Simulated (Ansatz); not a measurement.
CH2STe, closed shell: one point of a scan.

The input file, in.yaml:

```yaml
crystal:
  periodic: [false, false, false]
  atoms:
    - {symbol: S, position_ang: [-0.859355, -1.883598, -0.707686]}
    - {symbol: C, position_ang: [-0.359147, -0.536639, 0.010841]}
    - {symbol: Te, position_ang: [0.980328, 0.825134, -0.811919]}
    - {symbol: H, position_ang: [-0.699706, -0.242121, 1.003849]}
    - {symbol: H, position_ang: [1.393938, -0.170627, -2.075866]}
basis:
  gaussian: {orbitals: def2-TZVPP}
hamiltonian: {xc: {name: B3LYP}, dispersion: d4}
output: {forces: true}
```

Launched with

```bash
ansatz run in.yaml --threads 2 --pin off --events-out ev --progress --plain --max-ram 4352MiB
```

Output of Ansatz 0.2.0:

```
Functional definition: B3LYP
  name "B3LYP"
  cite "Stephens, Devlin, Chabalowski & Frisch, J. Phys. Chem. 98, 11623 (1994) doi:10.1021/j100096a001"
  cite "Becke, Phys. Rev. A 38, 3098 (1988) doi:10.1103/PhysRevA.38.3098"
  cite "Lee, Yang & Parr, Phys. Rev. B 37, 785 (1988) doi:10.1103/PhysRevB.37.785"
  cite "Vosko, Wilk & Nusair, Can. J. Phys. 58, 1200 (1980) doi:10.1139/p80-159"
  parameter a0 = 0.2
  parameter ax = 0.72
  parameter ac = 0.81
  exchange = (1 - a0 - ax)*slater_x + ax*b88_x + a0*exact_x
  correlation = (1 - ac)*vwn_rpa_c + ac*lyp_c
1017 factors; their error is unknown
mean field evaluation 1: about -19194.2029 eV, gradient 5.1e1 eV
mean field evaluation 2: about -19177.9922 eV, gradient 8.9e1 eV
mean field evaluation 4: about -19200.5201 eV, gradient 1.1e1 eV
mean field evaluation 8: about -19200.9002 eV, gradient 1.7e-1 eV
mean field evaluation 16: about -19201.0037 eV, gradient 9.6e-4 eV
mean field -19201.00373735 eV, -705.6238724397 hartree, gradient 3.1e-5 eV, S^2 0.000000; 0 other end points of the search recorded, 0 dependent functions left out
the calculation of the forces begins
reference -19201.00395512 eV, -705.6238804429 hartree; 24, 24 occupied and 127, 127 virtual orbitals, 1017 factors
Total energy: -19201.22793139 eV, -705.6321114187 hartree
Atom 0 at    -0.859355    -1.883598    -0.707686 Å, force    -0.230458    -0.384223     0.088711 eV/Å
Atom 1 at    -0.359147    -0.536639     0.010841 Å, force    -0.055046    -0.146164    -0.083748 eV/Å
Atom 2 at     0.980328     0.825134    -0.811919 Å, force     0.369123     0.458560     0.086753 eV/Å
Atom 3 at    -0.699706    -0.242121     1.003849 Å, force     0.019102     0.072234    -0.087963 eV/Å
Atom 4 at     1.393938    -0.170627    -2.075866 Å, force    -0.102722    -0.000406    -0.003753 eV/Å
Dipole moment:     0.183384     0.346303     0.084066 e Å
```

Hardware: 2 CPU threads of an Intel Xeon 6975P-C, shared host. Wall time about 1.6 s.
